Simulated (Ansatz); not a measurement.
A run for Ansatz (an electronic-structure program): U-PBE0/def2-TZVPP on LiSi-, 2S+1 = 5, a spin state set in the input, which need not be the lowest. Charge -1.

Ansatz 0.2 input:
```yaml
crystal:
  periodic: [false, false, false]
  atoms:
    - {symbol: Li, position_ang: [0.00000000, 0.00000000, 0.00000000]}
    - {symbol: Si, position_ang: [0.00000000, 0.00000000, 2.27100000]}
basis:
  gaussian:
    orbitals: def2-TZVPP
hamiltonian:
  xc: {name: PBE0}
total_charge: -1
magnetization: {spin_polarized: true, initial_magnetization: 4}
relax: {f_tol: 0.002, max_steps: 120}
```

The log:

```
WARN ansatz: RAYON_NUM_THREADS=2 ignored (pool sized by the plan → 2); use --threads N
Functional definition: PBE0
integrals: 0.01 GiB planned
436 factors; their error is unknown
mean field: 0.16 GiB planned
mean field evaluation 1: about -8075.8438 eV, gradient 6.5e0 eV
mean field evaluation 2: about -8076.0208 eV, gradient 5.9e0 eV
mean field evaluation 4: about -8076.2586 eV, gradient 2.6e-1 eV
mean field evaluation 8: about -8076.2740 eV, gradient 3.5e-3 eV
mean field -8076.27397633 eV, -296.7975943350 hartree, gradient 2.0e-5 eV, S^2 6.000281; 0 other end points of the search recorded, 0 dependent functions left out
the calculation of the forces begins
reference -8076.27400256 eV, -296.7975952989 hartree; 11, 7 occupied and 50, 54 virtual orbitals, 436 factors
relax step   1: F+E_penalty+E_count = -8076.27397633 eV  Δ(F+E_penalty+E_count) = +0.000e0 eV  max|allowed force component| = 1.052e0 eV/Å  Δτ_max = 0.0000 Å  (27 SCF iters, accepted)
these checks for a lower state are left out or cut short: starts, cluster_reference, orbital_swaps, neighbouring_geometries, increment
integrals: 0.01 GiB planned
436 factors; their error is unknown
mean field: 0.16 GiB planned
mean field evaluation 16: about -8076.3689 eV, gradient 2.5e-2 eV
mean field -8076.38369248 eV, -296.8016263292 hartree, gradient 1.6e-5 eV, S^2 6.000280; 0 other end points of the search recorded, 0 dependent functions left out
the calculation of the forces begins
reference -8076.38371911 eV, -296.8016273076 hartree; 11, 7 occupied and 50, 54 virtual orbitals, 436 factors
relax step   2: F+E_penalty+E_count = -8076.38369248 eV  Δ(F+E_penalty+E_count) = -1.097e-1 eV  max|allowed force component| = 3.539e-1 eV/Å  Δτ_max = 0.0815 Å  (31 SCF iters, accepted)
these checks for a lower state are left out or cut short: starts, cluster_reference, orbital_swaps, neighbouring_geometries, increment
integrals: 0.01 GiB planned
436 factors; their error is unknown
mean field: 0.16 GiB planned
mean field -8076.40551511 eV, -296.8024282961 hartree, gradient 9.9e-6 eV, S^2 6.000279; 0 other end points of the search recorded, 0 dependent functions left out
the calculation of the forces begins
reference -8076.40554193 eV, -296.8024292817 hartree; 11, 7 occupied and 50, 54 virtual orbitals, 436 factors
relax step   3: F+E_penalty+E_count = -8076.40551511 eV  Δ(F+E_penalty+E_count) = -2.182e-2 eV  max|allowed force component| = 3.814e-2 eV/Å  Δτ_max = 0.0589 Å  (30 SCF iters, accepted)
these checks for a lower state are left out or cut short: starts, cluster_reference, orbital_swaps, neighbouring_geometries, increment
integrals: 0.01 GiB planned
436 factors; their error is unknown
mean field: 0.16 GiB planned
mean field evaluation 32: about -8076.3906 eV, gradient 2.7e-4 eV
mean field -8076.40585206 eV, -296.8024406787 hartree, gradient 1.1e-5 eV, S^2 6.000278; 0 other end points of the search recorded, 0 dependent functions left out
the calculation of the forces begins
reference -8076.40587890 eV, -296.8024416649 hartree; 11, 7 occupied and 50, 54 virtual orbitals, 436 factors
relax step   4: F+E_penalty+E_count = -8076.40585206 eV  Δ(F+E_penalty+E_count) = -3.369e-4 eV  max|allowed force component| = 4.569e-3 eV/Å  Δτ_max = 0.0102 Å  (32 SCF iters, accepted)
these checks for a lower state are left out or cut short: starts, cluster_reference, orbital_swaps, neighbouring_geometries, increment
integrals: 0.01 GiB planned
436 factors; their error is unknown
mean field: 0.16 GiB planned
mean field -8076.40585720 eV, -296.8024408675 hartree, gradient 3.1e-5 eV, S^2 6.000278; 0 other end points of the search recorded, 0 dependent functions left out
the calculation of the forces begins
reference -8076.40588403 eV, -296.8024418536 hartree; 11, 7 occupied and 50, 54 virtual orbitals, 436 factors
relax step   5: F+E_penalty+E_count = -8076.40585720 eV  Δ(F+E_penalty+E_count) = -5.138e-6 eV  max|allowed force component| = 1.409e-4 eV/Å  Δτ_max = 0.0011 Å  (22 SCF iters, accepted)
integrals: 0.01 GiB planned
436 factors; their error is unknown
mean field: 0.16 GiB planned
mean field -8076.40585720 eV, -296.8024408675 hartree, gradient 3.1e-5 eV, S^2 6.000278; 1 other end points of the search recorded, 0 dependent functions left out
the calculation of the forces begins
reference -8076.40588403 eV, -296.8024418536 hartree; 11, 7 occupied and 50, 54 virtual orbitals, 436 factors
Total energy: -8076.40588403 eV, -296.8024418536 hartree
Atom 0 at     0.000000     0.000000    -0.149537 Å, force    -0.000000    -0.000000     0.000141 eV/Å
Atom 1 at    -0.000000    -0.000000     2.420537 Å, force    -0.000000     0.000000    -0.000141 eV/Å
Dipole moment:     0.000000    -0.000000     1.167675 e Å
```

The calculation finished and met its thresholds.

Cost: around 4 core-seconds (rough).
